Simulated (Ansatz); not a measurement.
**CH3Br (bromomethane): the vertical ionisation energy from total energies**

CH3Br: 5 atoms, total charge 0, spin state singlet. SMILES: `CBr`. The coordinates come from a PBE0-D4/def2-TZVP relaxation.

Both states at this one shape; open shells run unrestricted unless said. 1 Eh = 27.2114 eV.

```
        level  program  singlet CH3Br (Eh)  doublet CH3Br+ (Eh)
     HF/3-21G   Ansatz        -2599.442188         -2599.089175
  BLYP/STO-3G   Ansatz        -2585.277844         -2584.967001
revPBE/STO-3G   Ansatz        -2585.196993         -2584.880043
```

**Question.** Work out the vertical ionisation energy at each level.

**Answer.** 
1. HF/3-21G: -2599.089175 − (-2599.442188) = 0.353013 Eh = 9.61 eV.
2. BLYP/STO-3G: -2584.967001 − (-2585.277844) = 0.310843 Eh = 8.46 eV.
3. revPBE/STO-3G: -2584.880043 − (-2585.196993) = 0.316950 Eh = 8.62 eV.

No measured value is set beside it here; the levels span 8.46 to 9.61 eV. Spin-orbit coupling, which splits open shells on such heavy atoms by tenths of an eV, is left out. Minimal sets are far from the basis-set limit. All-electron rows are non-relativistic unless named.
